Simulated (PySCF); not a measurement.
A GIAO shielding run with PySCF (density fitting, non-relativistic, gas phase) on SMILES C1C([SiH2][SiH2]P)CC1, C4H13PSi2:

```
{"job": {"kind": "nmr", "xc": "wB97X-D", "basis": "pcSseg-1", "pop": false}, "charge": 0, "multiplicity": 1}
P      4.503610    -0.848060    -0.749773
Si     2.590722    -0.553042     0.441863
Si     1.050329     0.842501    -0.640695
C     -0.569928     1.018533     0.314220
C     -1.723305     1.681533    -0.485607
C     -2.289507     0.278561    -0.773137
C     -1.414225    -0.283414     0.362774
H      3.812904    -1.087083    -1.978764
H      4.665216     0.547535    -1.016245
H      2.006894    -1.913131     0.673076
H      2.984598     0.002510     1.775900
H      1.689517     2.180787    -0.860039
H      0.778697     0.244970    -1.990540
H     -0.344711     1.476773     1.291553
H     -2.382341     2.266938     0.174620
H     -1.463082     2.313534    -1.349893
H     -1.969779    -0.096542    -1.757155
H     -3.378036     0.142823    -0.691494
H     -1.967262    -0.370954     1.310827
H     -0.902167    -1.242788     0.181901
```

Hardware: 1 thread of an Arm Neoverse V1, shared host.

**Question.** How large is the calculation?

**Answer.** 80 electrons, 205 basis functions and 1133 auxiliary functions.

**Question.** How long does it take?

**Answer.** 46 s of wall time, with 13 SCF cycles and 6 response iterations. Times on a shared host scatter by some tens of per cent.

**Question.** And these other runs on the same molecule and hardware: GIAO shielding at PBE0/pcSseg-1?

**Answer.** PBE0/pcSseg-1: 205 functions, 32 s.
